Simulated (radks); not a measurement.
Coulomb parameter of the 3d shell of the zinc ion Zn2+ in the model configuration [Ar] 3d9 4s1, as a second difference U = [E(n + 0.5) + E(n - 0.5) - 2 E(n)] / (0.5)^2 with all orbitals relaxed. "Bare": the charge of the atom changes with n. "Screened": the 4s shell takes up the change at fixed total charge, which measures U(3d,3d) + U(4s,4s) - 2 U(3d,4s). All-electron calculation, Dirac Kohn-Sham, BLYP, spin-unpolarised, spherical densities, point nucleus; open shells are shared between the two j in proportion to 2j + 1. Program: a radial shooting solver on a logarithmic mesh with Libxc functionals.

[
 {"case": "start", "configuration": "[Ar] 3d9 4s1", "E - E(n) (eV)": "0.000"},
 {"case": "bare +0.5", "configuration": "[Ar] 3d9.5 4s1", "E - E(n) (eV)": "-16.534"},
 {"case": "bare -0.5", "configuration": "[Ar] 3d8.5 4s1", "E - E(n) (eV)": "21.469"},
 {"case": "screened +0.5", "configuration": "[Ar] 3d9.5 4s0.5", "E - E(n) (eV)": "-5.535"},
 {"case": "screened -0.5", "configuration": "[Ar] 3d8.5 4s1.5", "E - E(n) (eV)": "6.844"}
]

U(bare) = 19.742 eV, U(screened by 4s) = 5.236 eV.
